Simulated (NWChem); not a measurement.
System: SiH3SeBr; SMILES [Se](Br)[SiH3]

Input file for NWChem:

```
start job
memory heap 200 mb stack 900 mb global 1100 mb
geometry units angstroms noautoz
  Se     0.871715    -0.568087    -0.017408
  Br    -0.233280     1.524932     0.023043
  Si    -1.070202    -1.813540    -0.003448
  H     -0.572160    -3.233456    -0.028663
  H     -1.901203    -1.522747    -1.218643
  H     -1.864427    -1.554055     1.243045
end
basis spherical
  * library 6-31g*
end
dft
  xc b3lyp
  iterations 150
end
tddft
  nroots 6
  notriplet
end
task tddft energy
```

Output (shortened):

```
             Northwest Computational Chemistry Package (NWChem) 7.3.0
             --------------------------------------------------------

 CS  symmetry detected

                             Geometry "geometry" -> ""
                             -------------------------

 Output coordinates in angstroms (scale by  1.889725989 to convert to a.u.)

  No.       Tag          Charge          X              Y              Z
 ---- ---------------- ---------- -------------- -------------- --------------
    1 Se                  34.0000     0.82631818    -0.62375042     0.00000000
    2 Br                  35.0000    -0.20796940     1.50548136     0.00000000
    3 Si                  14.0000    -1.15647430    -1.80312468     0.00000000
    4 H                    1.0000    -0.70626387    -3.23914402     0.00000000
    5 H                    1.0000    -1.95949267    -1.50072193    -1.23108005
    6 H                    1.0000    -1.95949267    -1.50072193     1.23108005

 Effective nuclear repulsion energy (a.u.)     497.1919672449

      Symmetry information
      --------------------

 Group name             Cs
 Group number              2
 Group order               2
 No. of unique centers     5

                                 NWChem DFT Module
                                 -----------------

 Summary of "ao basis" -> "ao basis" (spherical)
 ------------------------------------------------------------------------------
       Tag                 Description            Shells   Functions and Types
 ---------------- ------------------------------  ------  ---------------------
 Se                          6-31g*                 12       32   5s4p3d
 Br                          6-31g*                 12       32   5s4p3d
 Si                          6-31g*                  8       18   4s3p1d
 H                           6-31g*                  2        2   2s

      Symmetry analysis of basis
      --------------------------

        a'         61
        a"         27

            General Information
            -------------------
          SCF calculation type: DFT
          Wavefunction type:  closed shell.
          No. of atoms     :     6
          No. of electrons :    86
           Alpha electrons :    43
            Beta electrons :    43
          Charge           :     0
          Spin multiplicity:     1
          Use of symmetry is: off; symmetry adaption is: on
          Maximum number of iterations: 150
          AO basis - number of functions:    88
                     number of shells:    38
          Convergence on energy requested:  1.00D-06
          Convergence on density requested:  1.00D-05
          Convergence on gradient requested:  5.00D-04

              XC Information
              --------------
                         B3LYP Method XC Potential
                     Hartree-Fock (Exact) Exchange  0.200
                        Slater Exchange Functional  0.800 local
                    Becke 1988 Exchange Functional  0.720 non-local
              Lee-Yang-Parr Correlation Functional  0.810
                  VWN I RPA Correlation Functional  0.190 local

             Grid Information
             ----------------
          Grid used for XC integration:  medium
          Radial quadrature: Mura-Knowles
          Angular quadrature: Lebedev.
          Tag              B.-S. Rad. Rad. Pts. Rad. Cut. Ang. Pts.
          ---              ---------- --------- --------- ---------
          Se                  1.15      112          10.0       590
          Br                  1.15      112          11.0       590
          Si                  1.10       88          11.0       590
          H                   0.35       45          12.0       434
          Grid pruning is: on
          Number of quadrature shells:   447
          Spatial weights used:  Erf1

      Superposition of Atomic Density Guess
      -------------------------------------

 Sum of atomic energies:       -5261.90462694

      Non-variational initial energy
      ------------------------------

 Total energy =   -5262.400466
 1-e energy   =   -8318.629093
 2-e energy   =    2559.036660
 HOMO         =      -0.257745
 LUMO         =      -0.094242

      Symmetry analysis of molecular orbitals - initial
      -------------------------------------------------

  Numbering of irreducible representations:

     1 a'          2 a"

  Orbital symmetries:

     1 a'          2 a'          3 a'          4 a'          5 a'
     6 a'          7 a'          8 a"          9 a'         10 a'
    11 a"         12 a'         13 a'         14 a'         15 a'
    16 a"         17 a'         18 a'         19 a"         20 a'
    21 a'         22 a"         23 a'         24 a'         25 a'
    26 a"         27 a'         28 a"         29 a'         30 a'
    31 a"         32 a'         33 a"         34 a'         35 a'
    36 a'         37 a'         38 a"         39 a'         40 a'
    41 a"         42 a'         43 a"         44 a'         45 a'
    46 a"         47 a'         48 a'         49 a'         50 a'
    51 a"         52 a'         53 a'

 !! scf_movecs_sym_adapt:    2 vectors were symmetry contaminated

  Symmetry fudging

 !! scf_movecs_sym_adapt:    2 vectors were symmetry contaminated

   convergence    iter        energy       DeltaE   RMS-Dens  Diis-err
 ---------------- ----- ----------------- --------- --------- ---------
 d= 0,ls=0.0,diis     1  -5266.4421079264 -5.76D+03  1.04D-02  3.38D-01

 !! scf_movecs_sym_adapt:    6 vectors were symmetry contaminated

  Symmetry fudging
 d= 0,ls=0.0,diis     2  -5266.4594163018 -1.73D-02  6.49D-03  1.51D-01

 !! scf_movecs_sym_adapt:    2 vectors were symmetry contaminated

  Symmetry fudging
 d= 0,ls=0.0,diis     3  -5266.4785364826 -1.91D-02  2.78D-03  3.59D-02

 !! scf_movecs_sym_adapt:    2 vectors were symmetry contaminated

  Symmetry fudging
 d= 0,ls=0.0,diis     4  -5266.4836557810 -5.12D-03  8.11D-04  4.82D-03

 !! scf_movecs_sym_adapt:    2 vectors were symmetry contaminated

  Symmetry fudging
 d= 0,ls=0.0,diis     5  -5266.4842662187 -6.10D-04  1.24D-04  9.94D-05

 !! scf_movecs_sym_adapt:    2 vectors were symmetry contaminated

  Symmetry fudging
  Resetting Diis
 d= 0,ls=0.0,diis     6  -5266.4842800961 -1.39D-05  2.74D-05  2.92D-06

 !! scf_movecs_sym_adapt:    2 vectors were symmetry contaminated

  Symmetry fudging
 d= 0,ls=0.0,diis     7  -5266.4842805804 -4.84D-07  1.36D-05  3.42D-07

 !! scf_movecs_sym_adapt:    2 vectors were symmetry contaminated

  Symmetry fudging
 d= 0,ls=0.0,diis     8  -5266.4842805597  2.07D-08  7.93D-06  4.77D-07

         Total DFT energy =    -5266.484280559686
      One electron energy =    -8319.345935021092
           Coulomb energy =     2756.230657062059
    Exchange-Corr. energy =     -200.560969845519
 Nuclear repulsion energy =      497.191967244865

 Numeric. integr. density =       85.999989618162

                  Occupations of the irreducible representations
                  ----------------------------------------------

                     irrep           alpha         beta
                     --------     --------     --------
                     a'               31.0         31.0
                     a"               12.0         12.0

                       DFT Final Molecular Orbital Analysis
                       ------------------------------------

 Vector   41  Occ=2.000000D+00  E=-3.239623D-01  Symmetry=a"
              MO Center= -1.2D-01,  8.0D-01, -5.9D-10, r^2= 3.1D+00
   Bfn.  Coefficient  Atom+Function         Bfn.  Coefficient  Atom+Function
  ----- ------------  ---------------      ----- ------------  ---------------
    45      0.651259  2 Br pz                13      0.325907  1 Se pz
    41     -0.293100  2 Br pz                49      0.273783  2 Br pz
     9     -0.140920  1 Se pz                17      0.137430  1 Se pz
    73     -0.106190  3 Si pz                86      0.099121  5 H  s
    88     -0.099121  6 H  s                 37      0.087924  2 Br pz

[...]

                                NWChem TDDFT Module
                                -------------------

            General Information
            -------------------
           No. of orbitals :     176
            Alpha orbitals :      88
             Beta orbitals :      88
        Alpha frozen cores :       0
         Beta frozen cores :       0
     Alpha frozen virtuals :       0
      Beta frozen virtuals :       0
         Spin multiplicity :       1
    Number of AO functions :      88
        Use of symmetry is : off
      Symmetry adaption is : on
         Schwarz screening :  0.10D-07

              XC Information
              --------------
                  B3LYP Method XC Potential
              Hartree-Fock (Exact) Exchange   0.20
                 Slater Exchange Functional   0.80 local
             Becke 1988 Exchange Functional   0.72 non-local
       Lee-Yang-Parr Correlation Functional   0.81
           VWN I RPA Correlation Functional   0.19 local

             TDDFT Information
             -----------------
          Calculation type : TDDFT
         Wavefunction type : Restricted singlets
          No. of electrons :      86
           Alpha electrons :      43
            Beta electrons :      43
              No. of roots :       6
          Max subspacesize :    5200
            Max iterations :     100
               Target root :       1
           Target symmetry : none
      Symmetry restriction : off
                 Algorithm : Optimal
        Davidson threshold :  0.10D-03

    6 smallest eigenvalue differences (eV)
--------------------------------------------------------
  No. Spin  Occ  Vir  Irrep   E(Occ)    E(Vir)   E(Diff)
--------------------------------------------------------
    1    1   43   44 a"       -0.245    -0.112     3.630
    2    1   42   44 a'       -0.290    -0.112     4.859
    3    1   41   44 a"       -0.324    -0.112     5.777
    4    1   43   45 a"       -0.245    -0.025     5.987
    5    1   40   44 a'       -0.353    -0.112     6.558
    6    1   39   44 a'       -0.371    -0.112     7.055
--------------------------------------------------------

  Entering Davidson iterations
  Restricted singlet excited states

  Iter   NTrls   NConv    DeltaV     DeltaE      Time
  ----  ------  ------  ---------  ---------  ---------
    1      6       0     0.23E+00   0.10+100       24.6
    2     18       0     0.50E-01   0.30E-01       27.7
    3     30       0     0.18E-01   0.12E-02       27.1
    4     42       0     0.55E-02   0.18E-03       27.5
    5     54       1     0.16E-02   0.18E-04       28.1
    6     64       3     0.57E-03   0.12E-05       37.0
    7     70       5     0.16E-03   0.94E-07       40.8
    8     72       6     0.48E-04   0.76E-08       32.2
  ----  ------  ------  ---------  ---------  ---------
  Convergence criterion met

  Ground state a'      -5266.484280559686 a.u.

  ----------------------------------------------------------------------------
  Root   1 singlet a"             0.090775987 a.u.                2.4701 eV
  ----------------------------------------------------------------------------
     Transition Moments    X  0.00000   Y -0.00000   Z  0.07798
     Dipole Oscillator Strength                    0.0003679603
     Electric Quadrupole                           0.0000000006
     Magnetic Dipole                               0.0000001173
     Total Oscillator Strength                     0.0003680782

     Occ.   43  a"  ---  Virt.   44  a'   1.00222 X
     Occ.   43  a"  ---  Virt.   44  a'  -0.07589 Y
  ----------------------------------------------------------------------------
  Root   2 singlet a'             0.137141236 a.u.                3.7318 eV
  ----------------------------------------------------------------------------
     Transition Moments    X -0.19031   Y  0.01083   Z -0.00000
     Dipole Oscillator Strength                    0.0033219192
     Electric Quadrupole                           0.0000000010
     Magnetic Dipole                               0.0000000018
     Total Oscillator Strength                     0.0033219221

     Occ.   42  a'  ---  Virt.   44  a'   0.99921 X
  ----------------------------------------------------------------------------
  Root   3 singlet a"             0.168893086 a.u.                4.5958 eV
  ----------------------------------------------------------------------------
     Transition Moments    X  0.00000   Y -0.00000   Z  0.09734
     Dipole Oscillator Strength                    0.0010669189
     Electric Quadrupole                           0.0000000160
     Magnetic Dipole                               0.0000008139
     Total Oscillator Strength                     0.0010677487

     Occ.   38  a"  ---  Virt.   44  a'  -0.05794 X
     Occ.   41  a"  ---  Virt.   44  a'  -0.99313 X
     Occ.   43  a"  ---  Virt.   45  a'   0.10153 X
  ----------------------------------------------------------------------------
  Root   4 singlet a"             0.181955576 a.u.                4.9513 eV
  ----------------------------------------------------------------------------
     Transition Moments    X -0.00000   Y -0.00000   Z -0.17081
     Dipole Oscillator Strength                    0.0035391083
     Electric Quadrupole                           0.0000000105
     Magnetic Dipole                               0.0000000232
     Total Oscillator Strength                     0.0035391420

     Occ.   41  a"  ---  Virt.   44  a'  -0.10333 X
     Occ.   43  a"  ---  Virt.   45  a'  -0.99233 X
  ----------------------------------------------------------------------------
  Root   5 singlet a'             0.204768450 a.u.                5.5720 eV
  ----------------------------------------------------------------------------
     Transition Moments    X  0.10070   Y -0.31249   Z  0.00000
     Dipole Oscillator Strength                    0.0147145698
     Electric Quadrupole                           0.0000000633
     Magnetic Dipole                               0.0000015211
     Total Oscillator Strength                     0.0147161542

     Occ.   37  a'  ---  Virt.   44  a'   0.12692 X
     Occ.   39  a'  ---  Virt.   44  a'   0.39966 X
     Occ.   40  a'  ---  Virt.   44  a'   0.90562 X
  ----------------------------------------------------------------------------
  Root   6 singlet a'             0.233240812 a.u.                6.3468 eV
  ----------------------------------------------------------------------------
     Transition Moments    X -0.19802   Y  0.33493   Z  0.00000
     Dipole Oscillator Strength                    0.0235404942
     Electric Quadrupole                           0.0000000237
     Magnetic Dipole                               0.0000002427
     Total Oscillator Strength                     0.0235407606

     Occ.   37  a'  ---  Virt.   44  a'  -0.29697 X
     Occ.   39  a'  ---  Virt.   44  a'   0.68059 X
     Occ.   40  a'  ---  Virt.   44  a'  -0.24979 X
     Occ.   42  a'  ---  Virt.   45  a'   0.61000 X
     Occ.   43  a"  ---  Virt.   46  a"   0.09415 X

              Target root =      1
          Target symmetry = none
      Ground state energy =  -5266.484280559686
        Excitation energy =      0.090775987063
     Excited state energy =  -5266.393504572623

  stored tddft:energy   -5266.3935045726230
```

Level: B3LYP/6-31G* (spherical d), full TDDFT. All runs use the structure optimised with PBE-D3(BJ)/def2-SVP.
